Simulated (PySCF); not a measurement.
# Excitation energy of Mg by level of theory

Mg [Ne] 3s2 (1S) → Mg [Ne] 3p2 (3P), as a difference of total energies. All numbers are calculated (PySCF 2.14, the non-relativistic Hamiltonian (point nucleus), in aug-cc-pVDZ (5s4p2d, 27 functions)). Correlated levels: valence: [Ne] frozen. The calculations carry no spin-orbit coupling.

| method | excitation energy (cm⁻¹) | error (cm⁻¹) |
| --- | --- | --- |
| UHF | 50707 | -7147 |
| MP2 (valence) | 54481 | -3373 |
| SCS-MP2 (valence) | 56091 | -1763 |
| CCSD (valence) | 56143 | -1711 |

Reference: 57854 cm⁻¹ (measured; NIST levels, between the centres of gravity of the two terms).

Errors of the correlated levels include the incompleteness of this basis and the frozen core.

With two correlated electrons CCSD is exact in that space.
